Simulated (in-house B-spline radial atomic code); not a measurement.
Zr⁺ is squeezed into an impenetrable sphere of radius R (the orbitals vanish at R). Caution: exact exchange at fractional occupations of open shells leaves self-interaction of up to several eV. All numbers are computed (non-relativistic PBE0, spin-polarised, spherical fractional occupations; point nucleus) with an all-electron radial atomic-structure program (B-spline basis), not measured.

Energies in eV above the free ion in [Kr] 4d2 5s1:

```csv
R (bohr),highest level (eV),[Kr] 4d2 5s1,[Kr] 4d3,[Kr] 4d2 5f1,-dE/dV in [Kr] 4d2 5s1 (GPa)
7.19,-10.5,0.1849,-0.3749,23.52,0.403
6.88,-10.4,0.2768,-0.3343,24.99,0.651
5.3,-8.75,2.049,0.4716,37.2,7.88
4.18,-3.16,8.597,3.635,56.91,56.3
3.8,1.32,14.43,6.64,68.88,120
3.13,18,39.38,20.9,107.1,559
2.55,55.6,108.9,66.48,189.1,2740
2.32,84.2,171.4,110.7,255.1,5580
1.91,179,416.9,296.6,498.4,22700
1.35,563,1754,1396,1754,240000
```

(1) Does [Kr] 4d3 fall below [Kr] 4d2 5s1 under compression?

(2) Does [Kr] 4d2 5f1 fall below [Kr] 4d2 5s1 under compression?

The highest level is first positive in the row R = 3.8 bohr, pushed up by confinement above the zero of the free ion's potential. Each configuration is held fixed and needn't be the lowest in the sphere.

Answers

(1) It lies below at every radius listed.

(2) No, it stays above over the whole range.
